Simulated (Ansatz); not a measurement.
The cluster AlF₃⁻. Charge -1, multiplicity 2. Geometry PBE-D4/def2-TZVP, that of the neutral singlet; atoms count from 1.

```xyz
4

Al    0.000    0.000    0.000
F    -0.847    0.700   -1.227
F     1.537    0.493    0.326
F    -0.691   -1.193    0.901
```

The highest occupied level of the charge -1 doublet lies above zero (up to 1.22 eV). By energy differences its removal costs 0.30 eV (vertical, to the charge 0 singlet, at PBE0-D4/def2-TZVPD); a positive level beside a positive removal energy at the same level points to self-interaction error. The structure comes from a short search, and lower isomers may exist.

Estimate the Mulliken populations from the PBE0/def2-TZVPD orbitals of Ansatz.


```
atom  charge (e)  spin (α − β)
 Al1        0.18          0.80
  F2       -0.39          0.07
  F3       -0.39          0.07
  F4       -0.39          0.07
```
Mulliken values and Mayer orders depend strongly on the basis. With diffuse functions, as here, like atoms can get unlike values, and bond orders can come out too low or too high.

Where does the spin sit?

Summed by element: Al 0.80, F 0.20, of 1 unpaired in all. Largest on single atoms: Al1 0.80, F2 0.07, F3 0.07.

And the Mayer bond orders between bonded heavy atoms (over 0.3)?

Al1–F2 1.15 (1.65 Å); Al1–F3 1.15 (1.65 Å); Al1–F4 1.15 (1.65 Å).
